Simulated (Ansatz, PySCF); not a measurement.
H6NSi2, SMILES [SiH2]N[SiH3] (connectivity only; charge and spin as stated), charge +1, multiplicity 1. Atoms are numbered in the order given.

```xyz
9

Si     1.5455    -0.2200    -0.3608
N      0.2303     0.3192     0.4887
Si    -1.5624     0.0802     0.1438
H      1.2951    -1.0086    -1.5743
H      2.8940     0.1062     0.1246
H      0.4313     0.8688     1.3339
H     -2.1056    -0.6374     1.3142
H     -1.5581    -0.7238    -1.0967
H     -2.1234     1.4349    -0.0290
```
Charge +1, spin multiplicity 1.

Geometry: TPSSh-D3(BJ)/def2-SVP. The multiplicity is an assumed one; other spin states were not compared. The isomer is the one that the SMILES or the coordinates give; other isomers of the formula were not compared.

Two levels are set side by side: PBE-D3(BJ)/def2-SVP (Ansatz, a first-principles code) and TPSSh-D3(BJ)/def2-SVP (PySCF). Each level has its own optimised geometry; the coordinates shown are those of the second. Frequencies come from the Hessian of PySCF at each geometry. Differences are taken from unrounded values.

| quantity | TPSSh-D3(BJ) | PBE-D3(BJ) | PBE-D3(BJ) minus TPSSh-D3(BJ) |
|---|---|---|---|
| mean bond length (Å) | 1.487 | 1.500 | 0.013 |
| bond Si1–N2 (Å) | 1.656 | 1.666 | 0.011 |
| bond N2–Si3 (Å) | 1.841 | 1.849 | 0.008 |
| bond Si1–H4 (Å) | 1.469 | 1.486 | 0.017 |
| bond Si1–H5 (Å) | 1.470 | 1.487 | 0.017 |
| bond N2–H6 (Å) | 1.028 | 1.034 | 0.006 |
| bond Si3–H7 (Å) | 1.476 | 1.493 | 0.017 |
| bond Si3–H8 (Å) | 1.478 | 1.494 | 0.016 |
| bond Si3–H9 (Å) | 1.476 | 1.493 | 0.017 |
| highest harmonic wavenumber (cm⁻¹) | 3478 | 3425 | -53 |
| mean harmonic wavenumber (cm⁻¹) | 1231 | 1183 | -48 |
| zero-point energy (kcal/mol) | 36.96 | 35.53 | -1.43 |

Exact exchange shortens and stiffens bonds; PBE has none. Differences between two approximate levels are no errors against the true value.
